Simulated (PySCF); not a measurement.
Species: C3H3IN2.
SMILES: `Ic1c[nH]cn1`

Method used: PBE0-D3(BJ)/def2-SVP geometry optimisation, gas phase, def2 core potentials past Kr in PySCF 2.14.0.

Take the most abundant isotopes and a rigid rotor. 

(1) Give the principal moments of inertia and the rotational constants in cm⁻¹.

(2) Classify the top.

(3) What does the inertial defect say?

(4) Give the coordinates in the principal-axis frame, origin at the centre of mass.

(5) Which lines would a microwave search look for?

Answers

(1) Ia = 53.09, Ib = 513.80, Ic = 566.89 u·Å²; 505379 MHz·u·Å²/I gives 9520, 983.6 and 891.5 MHz, that is A = 0.31754, B = 0.03281, C = 0.02974 cm⁻¹.

(2) A near-prolate asymmetric top: κ = (2 × 983.6 − 9520 − 891.5)/(9520 − 891.5) = -0.98.

(3) Planar: Δ = Ic − Ia − Ib = 0.00 u·Å². For a rigid frame Δ = −2 Σ m c², so it vanishes when all atoms lie in the ab plane; here none is more than 0.01 Å from it.

(4) The sense of each axis is arbitrary; atoms in the order of the calculation.
```tsv
atom	mass (u)	a (Å)	b (Å)	c (Å)
I1	126.904	1.128	0.002	0.000
C2	12.000	-0.952	0.012	0.000
C3	12.000	-1.760	1.127	0.000
N4	14.003	-3.033	0.620	0.000
C5	12.000	-2.935	-0.735	0.000
N6	14.003	-1.685	-1.129	0.000
H7	1.008	-1.540	2.190	-0.001
H8	1.008	-3.889	1.160	0.000
H9	1.008	-3.808	-1.388	0.001
```

(5) The dipole components are |μa| = 3.85 D, |μb| = 2.78 D, |μc| = 0.00 D; the mirror of this Cs structure is the ab plane, so μc vanishes by symmetry and there are no c-type lines. The squared components, which scale the intensities, stand as 1.00 : 0.52 (a : b). Some lines, for components of 0.1 D or more:

| type | branch | J(Ka,Kc) | MHz | lower level (cm⁻¹) |
| --- | --- | --- | --- | --- |
| a | R | 1(0,1) ← 0(0,0) | 1875 | 0.000 |
| a | R | 2(1,2) ← 1(1,1) | 3658 | 0.347 |
| a | R | 2(0,2) ← 1(0,1) | 3749 | 0.063 |
| a | R | 2(1,1) ← 1(1,0) | 3842 | 0.350 |
| b | Q | 1(1,0) ← 1(0,1) | 8628 | 0.063 |
| b | Q | 2(1,1) ← 2(0,2) | 8721 | 0.188 |
| b | R | 1(1,1) ← 0(0,0) | 10411 | 0.000 |
| b | R | 2(1,2) ← 1(0,1) | 12194 | 0.063 |
| b | Q | 2(2,0) ← 2(1,1) | 25609 | 0.479 |
| b | Q | 2(2,1) ← 2(1,2) | 25884 | 0.469 |
| b | R | 2(2,1) ← 1(1,0) | 29450 | 0.350 |
| b | R | 2(2,0) ← 1(1,1) | 29543 | 0.347 |

PBE0-D3(BJ)/def2-SVP frequencies: not computed here. Zero-point vibration and centrifugal distortion are left out. Quadrupole hyperfine structure (14N, 127I) is left out.
